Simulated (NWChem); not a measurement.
# SiBiH$_{3}$Cl$_{2}$; SMILES [SiH3][Bi]([Cl])[Cl]

def2 effective core potentials on Bi; no spin-orbit coupling.

### Question
Give the equilibrium geometry at PBE0/def2-SVP with def2 effective core potentials on Bi (NWChem) as a list of bonds and angles, with the point group.

### Answer
point group Cs; any orientation.
Bonded distances (Å): Bi1–Cl2 2.482, Bi1–Cl3 2.482, Bi1–Si4 2.689, Si4–H5 1.495, Si4–H6 1.489, Si4–H7 1.495. Bond angles (°): Cl2–Bi1–Cl3 101.1, Cl2–Bi1–Si4 89.4, Cl3–Bi1–Si4 89.4, Bi1–Si4–H5 109.4, Bi1–Si4–H6 106.9, Bi1–Si4–H7 109.5, H5–Si4–H6 110.9, H5–Si4–H7 109.4, H6–Si4–H7 110.8.
